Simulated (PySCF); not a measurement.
# Distorted geometries of Tb2S3

Tb2S3 (singlet in the valence; each metal's 4f electrons, 8 of them, lie in its core potential, out of spins and levels). PySCF 2.14.0, RKS B3LYP, Tb lcecp-1-SVP with ECP54, S def2-SVP; non-relativistic Hamiltonian with scalar-relativistic core potentials where named; density fitting; no spin-orbit coupling. Relaxed geometry:

```xyz
5

Tb    0.0000    0.0000    1.5505
Tb    0.0000    0.0000   -1.5505
S     2.0676    0.0000    0.0000
S    -1.0338    1.7906    0.0000
S    -1.0338   -1.7906    0.0000
```

**Question.** Order these distorted geometries by energy above the relaxed one, lowest first.
A.
```xyz
5

Tb    0.0006    0.0245    1.5598
Tb    0.0314   -0.0240   -1.5269
S     2.0472    0.0133   -0.0159
S    -1.0201    1.7471    0.0041
S    -1.0591   -1.7609   -0.0211
```
B.
```xyz
5

Tb   -0.0232    0.0663    1.6312
Tb   -0.0505    0.0342   -1.6315
S     2.1158   -0.0028    0.0400
S    -1.0637    1.7736   -0.0164
S    -0.9785   -1.8713   -0.0233
```
C.
```xyz
5

Tb    0.0716   -0.0601    1.5655
Tb   -0.0279   -0.0803   -1.5608
S     2.0822   -0.0078   -0.0875
S    -1.0146    1.8512    0.0794
S    -1.1114   -1.7030    0.0033
```

**Answer.** A (0.04 eV), C (0.14 eV), B (0.28 eV).

**Question.** Which forces (eV/Å) act in the one that lies 0.04 eV up?

**Answer.** 
```
Tb  -0.07 -0.25  0.12
Tb  -0.26  0.01 -0.81
S    0.54 -0.06  0.33
S   -0.22  0.53  0.06
S    0.02 -0.23  0.30
```
Forces carry noise of the integration grid, about 0.01 to 0.03 eV/Å.

An lcecp potential fixes the number of 4f electrons, so in runs with it no electron can move into or out of that shell.
